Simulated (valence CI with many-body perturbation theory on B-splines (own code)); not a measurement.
S3+: calculated level list

Calculated by relativistic CI+MBPT: three valence electrons over a frozen Dirac-Fock core [Ne], radial functions for each j: 11 s, 11 p, 10 d, 8 f, 5 g, 2 h, with the one-electron correlation potential Σ1, the two-electron term Σ2, the three-electron term Σ3, Breit, model QED; selected CI, second order for the rest, scaled by the run's own slope (own B-spline code, finite nucleus).

Against 67 measured levels this calculation errs by 107 cm⁻¹ on average and by 283 at most. These come from a selection out of NIST levels in Podobedova, Kelleher and Wiese, J. Phys. Chem. Ref. Data 38, 171 (2009). Levels without a partner in it may be off by more. 2 measured levels below the end of the list, from 309921 cm⁻¹ on, found no clear computed partner, and computed levels of the same name lie up to 1064 cm⁻¹ from them.

Levels 91 to 135 of 139, with energies above the lowest level, 3s2.3p 2P°_1/2. "Leading %" is the weight of the configuration and term that name the level; weights of strongly mixed levels are sums over their largest components and can fall short. In the jj column 3d3/2^4 stands for four electrons in 3d with j = 3/2.

| No. | Configuration | Term | J | E (cm⁻¹) | Leading % | Second component | Leading jj | g |
| --- | --- | --- | --- | --- | --- | --- | --- | --- |
| 91 | 3p2.3d | 4D | 7/2 | 323534 | 95 |  | 3p1/2 3p3/2 3d5/2 (47 %) | 1.429 |
| 92 | 3p2.3d | 2G | 7/2 | 323732 | 71 | 16 % 3s.3d2 2G | 3p1/2 3p3/2 3d3/2 (41 %) | 0.889 |
| 93 | 3p2.3d | 2G | 9/2 | 323846 | 71 | 16 % 3s.3d2 2G | 3p1/2 3p3/2 3d5/2 (44 %) | 1.112 |
| 94 | 3s2.6d | 2D | 3/2 | 327580 | 88 | 6 % 3s.3p.4p 2D | 3s^2 6d3/2 (88 %) | 0.800 |
| 95 | 3s2.6d | 2D | 5/2 | 327598 | 88 | 6 % 3s.3p.4p 2D | 3s^2 6d5/2 (88 %) | 1.200 |
| 96 | 3s2.6f | 2F° | 5/2 | 332468 | 94 |  | 3s^2 6f5/2 (94 %) | 0.857 |
| 97 | 3s2.6f | 2F° | 7/2 | 332474 | 94 |  | 3s^2 6f7/2 (94 %) | 1.143 |
| 98 | 3s2.7s | 2S | 1/2 | 332779 | 94 |  | 3s^2 7s (94 %) | 2.002 |
| 99 | 3s2.6g | 2G | 9/2 | 332794 | 95 |  | 3s^2 6g9/2 (95 %) | 1.111 |
| 100 | 3s2.6g | 2G | 7/2 | 332795 | 95 |  | 3s^2 6g7/2 (95 %) | 0.889 |
| 101 | 3s2.6h | 2H° | 11/2 | 332970 | 96 |  | 3s^2 6h11/2 (96 %) | 1.091 |
| 102 | 3s2.6h | 2H° | 9/2 | 332970 | 96 |  | 3s^2 6h9/2 (96 %) | 0.909 |
| 103 | 3s.3p.4d | 4D° | 1/2 | 336146 | 96 |  | 3s 3p1/2 4d3/2 (51 %) | 0.003 |
| 104 | 3s.3p.4d | 4D° | 3/2 | 336151 | 91 | 5 % 3s.3p.4d 4F° | 3s 3p1/2 4d3/2 (35 %) | 1.165 |
| 105 | 3s.3p.4d | 4D° | 5/2 | 336211 | 88 | 7 % 3s.3p.4d 4F° | 3s 3p1/2 4d5/2 (49 %) | 1.349 |
| 106 | 3s.3p.4d | 4D° | 7/2 | 336392 | 90 | 7 % 3s.3p.4d 4F° | 3s 3p3/2 4d5/2 (58 %) | 1.416 |
| 107 | 3s.3p.4d | 4F° | 3/2 | 336891 | 55 | 38 % 3s.3p.4d 2D° | 3s 3p1/2 4d3/2 (70 %) | 0.585 |
| 108 | 3p2.3d | 2D | 5/2 | 337045 | 63 | 20 % 3s.3d2 2D | 3p1/2 3p3/2 3d5/2 (43 %) | 1.201 |
| 109 | 3s2.7p | 2P° | 1/2 | 337108 | 95 |  | 3s^2 7p1/2 (95 %) | 0.665 |
| 110 | 3s2.7p | 2P° | 3/2 | 337141 | 94 |  | 3s^2 7p3/2 (94 %) | 1.329 |
| 111 | 3s.3p.4d | 4F° | 5/2 | 337168 | 50 | 43 % 3s.3p.4d 2D° | 3s 3p1/2 4d3/2 (48 %) | 1.118 |
| 112 | 3p2.3d | 2D | 3/2 | 337194 | 62 | 20 % 3s.3d2 2D | 3p1/2 3p3/2 3d3/2 (21 %) | 0.800 |
| 113 | 3s.3p.4d | 2D° | 3/2 | 337362 | 55 | 37 % 3s.3p.4d 4F° | 3s 3p3/2 4d5/2 (35 %) | 0.658 |
| 114 | 3s.3p.4d | 2D° | 5/2 | 337502 | 51 | 40 % 3s.3p.4d 4F° | 3s 3p3/2 4d3/2 (59 %) | 1.137 |
| 115 | 3s.3p.4d | 4F° | 7/2 | 337613 | 90 | 7 % 3s.3p.4d 4D° | 3s 3p3/2 4d3/2 (42 %) | 1.251 |
| 116 | 3s.3p.4d | 4F° | 9/2 | 337917 | 97 |  | 3s 3p3/2 4d5/2 (97 %) | 1.334 |
| 117 | 3s.3p.4p | 2D | 3/2 | 339069 | 59 | 19 % 3s2.7d 2D | 3s 3p3/2 4p1/2 (39 %) | 0.804 |
| 118 | 3s.3p.4p | 2D | 5/2 | 339162 | 60 | 20 % 3s2.7d 2D | 3s 3p3/2 4p3/2 (39 %) | 1.200 |
| 119 | 3s.3p.4p | 2P | 1/2 | 339874 | 92 |  | 3s 3p3/2 4p1/2 (43 %) | 0.667 |
| 120 | 3s.3p.4p | 2P | 3/2 | 340061 | 91 |  | 3s 3p3/2 4p3/2 (55 %) | 1.330 |
| 121 | 3s.3p.4d | 4P° | 5/2 | 340286 | 96 |  | 3s 3p3/2 4d5/2 (48 %) | 1.597 |
| 122 | 3s.3p.4d | 4P° | 3/2 | 340564 | 97 |  | 3s 3p3/2 4d3/2 (50 %) | 1.731 |
| 123 | 3s.3p.4d | 4P° | 1/2 | 340730 | 97 |  | 3s 3p3/2 4d3/2 (85 %) | 2.665 |
| 124 | 3s.3p.4d | 2F° | 5/2 | 342145 | 89 | 5 % 3s2.7f 2F° | 3s 3p1/2 4d5/2 (43 %) | 0.858 |
| 125 | 3s.3p.4d | 2F° | 7/2 | 342662 | 87 | 7 % 3s2.7f 2F° | 3s 3p3/2 4d3/2 (49 %) | 1.143 |
| 126 | 3s.3p.4p | 2S | 1/2 | 343954 | 70 | 18 % 3s2.8s 2S | 3s 3p3/2 4p3/2 (36 %) | 2.001 |
| 127 | 3s2.7d | 2D | 3/2 | 344221 | 76 | 17 % 3s.3p.4p 2D | 3s^2 7d3/2 (76 %) | 0.800 |
| 128 | 3s2.7d | 2D | 5/2 | 344237 | 75 | 18 % 3s.3p.4p 2D | 3s^2 7d5/2 (75 %) | 1.200 |
| 129 | 3p2.3d | 4P | 5/2 | 344690 | 92 |  | 3p1/2 3p3/2 3d5/2 (38 %) | 1.558 |
| 130 | 3s.3p.4f | 2F | 5/2 | 344747 | 62 | 24 % 3p2.3d 2F | 3s 3p3/2 4f7/2 (29 %) | 0.900 |
| 131 | 3s.3p.4f | 2F | 7/2 | 344867 | 67 | 26 % 3p2.3d 2F | 3s 3p3/2 4f5/2 (24 %) | 1.143 |
| 132 | 3p2.3d | 4P | 3/2 | 344957 | 97 |  | 3p1/2 3p3/2 3d3/2 (30 %) | 1.734 |
| 133 | 3p2.3d | 4P | 1/2 | 345111 | 97 |  | 3p3/2^2 3d3/2 (51 %) | 2.668 |
| 134 | 3s.3p.4d | 2P° | 3/2 | 345256 | 92 |  | 3s 3p3/2 4d5/2 (41 %) | 1.333 |
| 135 | 3s.3p.4d | 2P° | 1/2 | 345601 | 92 |  | 3s 3p3/2 4d5/2 (76 %) | 0.666 |

Names give the largest LS component (configuration and term), which can be under half, so a name can repeat, a term be missing and a line seem to break the LS rules; names also repeat where a configuration has a term twice.

Where two levels of one J and parity lie close, their mixing, g and order are uncertain.
